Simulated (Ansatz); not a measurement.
The cluster Al₅F₃⁺. Total charge 1; doublet. Geometry PBE-D4/def2-SVP; atoms count from 1.

```xyz
8

Al    0.833    0.151    2.278
Al   -2.178   -2.097   -1.560
Al    0.778   -1.331   -0.476
Al   -1.303    0.473    0.598
Al    0.916    1.756   -0.504
F     1.651    1.495    1.221
F    -2.458   -0.560   -0.456
F     1.761    0.115   -1.101
```

Another isomer (doublet) lies 0.26 eV lower at PBE0-D4/def2-TZVP; other spin states weren't run for this one.

(1) Estimate the Mulliken populations from the PBE0/def2-TZVP orbitals of Ansatz.

(2) Where does the spin sit?

(3) And the Mayer bond orders between heavy atoms (over 0.3)?

## Answers

(1) 
| atom | charge (e) | spin (α − β) |
| --- | --- | --- |
| Al1 | 0.35 | 0.13 |
| Al2 | 0.52 | 0.07 |
| Al3 | 0.28 | 0.37 |
| Al4 | 0.26 | 0.42 |
| Al5 | 0.44 | -0.01 |
| F6 | -0.27 | 0.00 |
| F7 | -0.29 | 0.00 |
| F8 | -0.28 | 0.01 |
Mulliken values depend strongly on the basis.

(2) Summed by element: Al 0.99, F 0.01, of 1 unpaired in all. Largest on single atoms: Al4 0.42, Al3 0.37, Al1 0.13.

(3) Al1–Al3 0.37 (3.13 Å); Al1–Al4 0.68 (2.74 Å); Al1–F6 0.54 (1.90 Å); Al2–Al3 0.35 (3.24 Å); Al2–F7 0.52 (1.91 Å); Al3–Al4 0.47 (2.96 Å); Al3–F8 0.60 (1.86 Å); Al4–Al5 0.64 (2.79 Å); Al4–F7 0.54 (1.87 Å); Al5–F6 0.53 (1.89 Å); Al5–F8 0.47 (1.94 Å).
